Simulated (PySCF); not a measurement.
C4H8, charge +1, doublet, at a GFN2-xTB geometry (a state made from the parent by changing its charge; the spin is typed, not shown lowest). Base run: PBE/STO-3G in PySCF.

PySCF was given this input:
```python
from pyscf import gto, scf, dft

mol = gto.M(
    atom='''
C    -1.13674550   -0.86428819    0.11818225
C    -0.00836207    0.06010646    0.00664841
C     1.33979571   -0.44310922   -0.25468366
C    -0.21988461    1.42244201    0.14911790
H    -1.33976952   -1.03755099    1.18613332
H    -0.93335336   -1.83665012   -0.32609883
H    -2.06528762   -0.43738538   -0.26677657
H     1.46197013   -1.48787502    0.02643543
H     2.11532033    0.18319205    0.18937314
H     1.52473313   -0.39064113   -1.33885260
H     0.56402530    2.13969003   -0.04692704
H    -1.17645948    1.81631407    0.46112372
''',
    basis='sto-3g',
    charge=1,
    spin=1,
    verbose=4,
)

mf = dft.UKS(mol)
mf.xc = 'pbe'
mf.kernel()
```

Variants of this job, named by their change:

```csv
change,ΔE vs base (mEh),fitting functions
base,0.000,-
auxbasis = default (with mf = mf.density_fit()),-1.241,444
auxbasis = even-tempered beta=2.0,-7.311,240
auxbasis = cc-pvtz-ri,-1.307,564
auxbasis = even-tempered beta=1.6,-6.854,336
auxbasis = autoaux,-7.246,320
auxbasis = cc-pvtz-jkfit,-0.137,556
auxbasis = cc-pvqz-jkfit,-0.090,832
auxbasis = even-tempered beta=3.0,-13.167,156
auxbasis = cc-pvdz-jkfit,-0.178,464
```

A fitting set is made for a task (jfit for Coulomb, jkfit for Coulomb and exchange, ri for correlation) and for a family of orbital bases.

Open shells are given as the SCF converged; they aren't shown to be the lowest states, and a large step between rows can be another state.
